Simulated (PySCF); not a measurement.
Two species compared at the same levels of theory.

First species: C4H9PSi.
Z-matrix (Å and degrees, GFN2-xTB geometry), rows numbered from 1:
```
Si
C   1  1.8778
C   2  1.3278  1  126.09
C   3  1.4987  2  117.50  1   178.49
P   4  1.8664  3  105.71  2    15.51
C   2  1.5054  1  119.47  3   178.30
H   1  1.4619  2  109.07  3     0.22
H   1  1.4658  2  108.58  3   120.65
H   1  1.4657  2  108.97  3  -120.52
H   3  1.0793  2  123.52  1     0.23
H   4  1.0970  3  110.35  2  -102.69
H   4  1.0924  3  113.13  2   137.12
H   5  1.4062  4   93.74  3    74.00
H   6  1.0918  2  112.97  1    44.04
H   6  1.0960  2  110.01  1   -75.64
```

Second species: C5H5NSi.
Geometry (GFN2-xTB, Å), atoms numbered from 1 in this order:
```xyz
12
C5H5NSi angstrom
N      3.3869    0.6021   -0.6822
C      2.2722    0.4725   -0.4281
C      0.9276    0.2576   -0.1474
C      0.1188    1.1464    0.4688
C     -1.2529    0.7268    0.6675
C     -1.5724   -0.4963    0.2182
Si    -0.0625   -1.3162   -0.5634
H      0.4479    2.1195    0.8052
H     -1.9478    1.3963    1.1547
H     -2.5650   -0.9023    0.3164
H      0.4272   -2.4813    0.1682
H     -0.1790   -1.5258   -2.0039
```

Levels: CAM-B3LYP/def2-SVPD for HOMO energy, LUMO energy, HOMO–LUMO gap and static isotropic polarisability; TDDFT CAM-B3LYP/def2-SVPD for lowest singlet excitation; TDA CAM-B3LYP/def2-SVPD for lowest triplet excitation (Tamm–Dancoff). Geometries: GFN2-xTB. All species are isolated and taken at one optimised geometry, non-relativistic unless stated; the electronic structure was computed with PySCF and density fitting.

Values for the first species:

- HOMO energy: -8.25 eV
- LUMO energy: 0.91 eV
- HOMO–LUMO gap: 9.16 eV
- Lowest singlet excitation: 5.92 eV
- Lowest triplet excitation (Tamm–Dancoff): 4.17 eV
- Static isotropic polarisability: 96.5 au

Question: Estimate the same properties for the second species, and the change in each.

Answer: 
| property | first | second | second less first |
| --- | --- | --- | --- |
| HOMO energy | -8.25 eV | -8.48 eV | -0.23 eV |
| LUMO energy | 0.91 eV | -1.50 eV | -2.41 eV |
| HOMO–LUMO gap | 9.16 eV | 6.98 eV | -2.18 eV |
| lowest singlet excitation | 5.92 eV | 4.10 eV | -1.82 eV |
| lowest triplet excitation (Tamm–Dancoff) | 4.17 eV | 2.33 eV | -1.84 eV |
| static isotropic polarisability | 96.5 au | 86.5 au | -10.0 au |

On the first: The vertical singlet–triplet gap S1 − T1 is 1.75 eV (TDDFT singlet less Tamm–Dancoff triplet; S1: HOMO→LUMO, weight 0.89; T1: HOMO−1→LUMO, weight 0.55). No computed singlet falls in the visible range (750 to 380 nm, 1.65 to 3.26 eV); S1 lies 2.66 eV above its blue end.

On the second: S1 lies 2.88 eV below the HOMO–LUMO gap; its leading configuration is HOMO→LUMO, weight 0.96. The vertical singlet–triplet gap S1 − T1 is 1.77 eV (TDDFT singlet less Tamm–Dancoff triplet; S1: HOMO→LUMO, weight 0.96; T1: HOMO→LUMO, weight 0.95).

One conformer stands for the species.
